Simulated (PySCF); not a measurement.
Vertical excitations of a molecule C2H6N2Si from TDDFT-LC-ωPBE/def2-SVPD (PySCF 2.14.0), as energy in eV (oscillator strength): 5.91 (0.000), 6.28 (0.002), 6.30 (0.001), 7.19 (0.024), 7.33 (0.082), 7.77 (0.029), 8.09 (0.045), 8.39 (0.007), 8.49 (0.028), 8.55 (0.048). Lowest triplet (TDA): 4.67 eV. Geometry optimised at PBE-D3(BJ)/def2-SVP. Other conformers were not sampled.

Pick the molecule that these values belong to.
A. N[Si@H]1C=NC1
B. C#C[SiH](N)N
C. N#CC[SiH2]N

B, C#C[SiH](N)N
